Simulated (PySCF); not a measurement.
## Orbital picture of CsCa

BLYP at R = 4.715 Å; basis Cs def2-SVP with ECP46, Ca def2-SVP; scalar-relativistic core potentials; PySCF 2.14. State: ²Σ⁺ (doublet), unpaired electrons σ ↑. Only the outer orbitals are listed, counted within each symmetry, core potentials removing the inner ones.

| spin | orbital | occ. | ε (eV) | on Cs (%) | main shells (%) |
| --- | --- | --- | --- | --- | --- |
| α | 3π | 1 | -13.44 | 100 | 100 Cs p |
| α | 3π | 1 | -13.44 | 100 | 100 Cs p |
| α | 7σ | 1 | -13.38 | 100 | 100 Cs p |
| α | 8σ | 1 | -3.57 | 9 | 91 Ca s |
| α | 9σ | 1 | -2.15 | 81 | 82 Cs s, 9 Ca p |
| α | 4π | 0 | -1.41 | 12 | 87 Ca d |
| α | 4π | 0 | -1.41 | 12 | 87 Ca d |
| α | 10σ | 0 | -1.39 | 11 | 89 Ca d, 8 Cs s |
| β | 3π | 1 | -13.39 | 100 | 100 Cs p |
| β | 3π | 1 | -13.39 | 100 | 100 Cs p |
| β | 7σ | 1 | -13.33 | 100 | 100 Cs p |
| β | 8σ | 1 | -3.48 | 8 | 92 Ca s |
| β | 9σ | 0 | -1.86 | 79 | 81 Cs s, 10 Ca p |
| β | 4π | 0 | -1.38 | 11 | 86 Ca d |
| β | 4π | 0 | -1.38 | 11 | 86 Ca d |

**Question.** Which are the highest filled and the lowest empty level, where do they sit, and how wide is the gap?

**Answer.** Highest filled α 9σ at -2.15 eV (in %: 82 Cs s, 9 Ca p); lowest empty β 9σ at -1.86 eV (in %: 81 Cs s, 10 Ca p); the gap at BLYP is 0.29 eV.

The bond order (Mayer) is 0.35, the ⟨S²⟩ is 0.751 and the charge on Cs (Mulliken, basis-dependent) is 0.03. The charge on Cs (Löwdin, basis-dependent) is -0.16 and the dipole moment (positive dipole means Cs(−)Ca(+)) is -1.72 D.

Spin–orbit coupling is left out. The state is the lowest determinant that a PBE0 search found; another state may lie lower at other levels.
